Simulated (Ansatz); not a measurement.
Reactions of C₂H₆O₂SSi (`C=C[Si](O)(O)S`).

Gas-phase electronic energies from Ansatz, PBE0-D4/def2-TZVP geometries. CCSD(T)/CBS adds triple-zeta CCSD(T) − MP2 to the extrapolated MP2 energy (def2 sets, frozen cores). This one scheme is used for every species. One conformer a species, not always the lowest.

```csv
reaction,HF/CBS(def2) (kcal/mol),CCSD(T)/CBS(def2) (kcal/mol)
`C=C[Si](O)(O)S` → `O/C([SiH3])=C(\O)S`,112.9,107.0
`C=C[Si](O)(O)S` + H₂O → `C=C[Si](O)(O)O` + H₂S,-17.4,-11.5
`C=C[Si](O)(O)S` + `O[SiH3]` → `C=C[Si](O)(O)O[SiH3]` + H₂S,-22.2,-16.7
`C=C[Si](O)(O)S` + H–F → `C=C[Si](O)(O)F` + H₂S,-30.1,-22.2
```

Largest T1 diagnostic: 0.013, for `O/C([SiH3])=C(\O)S`.
